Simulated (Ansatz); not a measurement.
`B[SiH2][SiH](N)F` + HBr → `B[SiH2]Br` + `N[SiH2]F` at 400 K and 1 bar (cleavage of the Si–Si bond).

Calculated with Ansatz (gas phase, PBE0-D4/def2-TZVP geometries, no zero-point term in ΔE). CCSD(T)/CBS is the MP2 limit (def2-TZVPP, def2-QZVPP) plus CCSD(T) − MP2 in def2-TZVPP, frozen cores. For Br outer-core shells are correlated without core-valence functions, which leaves a few kJ/mol of doubt a bond. Scalar relativity is left out up to krypton. One conformer a species, not always the lowest.

```csv
species,CCSD(T)/CBS energy (Eh),H − E (kJ/mol),S (J/(mol·K))
`B[SiH2][SiH](N)F`,-761.71962,239.4,429.2
HBr,-2573.91920,27.6,207.2
`B[SiH2]Br`,-2889.59767,124.3,344.3
`N[SiH2]F`,-446.07709,143.8,304.9
```

H − E and S are ideal-gas, rigid-rotor, harmonic terms from PBE0-D4/def2-TZVP, for one conformer and one mirror image of each species. 1 Eh = 2625.50 kJ/mol, R = 8.31446 J/(mol·K).

Q: By hand: ΔE, ΔH, ΔS and ΔG.

A: ΔE = (-2889.59767) + (-446.07709) − (-761.71962) − (-2573.91920) = -0.03594 Eh = -94.4 kJ/mol. Δ(H − E) = 124.3 + 143.8 − 239.4 − 27.6 = 1.1, so ΔH = -93.3 kJ/mol. ΔS = 344.3 + 304.9 − 429.2 − 207.2 = 12.8 J/(mol·K). ΔG = -93.3 − 400 × (12.8)/1000 = -98.4 kJ/mol.

Q: By hand: the equilibrium constant, and the temperature at which ΔG would vanish if ΔH and ΔS stayed fixed.

A: log₁₀ K = −ΔG/(RT ln 10) = 12.8. ΔH and −TΔS have one sign here, so there is no such temperature.

The number of gas molecules stays the same, so ΔS is small and ΔH decides. A doubt of 5 kJ/mol in ΔE shifts log₁₀ K by 0.7 here. Other conformers and mirror images would add mixing entropy, several J/(mol·K) or more a flexible species. Modes under 60 cm⁻¹, often nearly free rotors, make the harmonic entropy too high. These are equilibria of isolated gas molecules and say nothing of rates. Largest T1 diagnostic: 0.014 (customary marks: 0.02 for closed shells, 0.045 for open ones).

ΔS is within the doubt of such terms, so its sign, and with it that verdict, could turn.
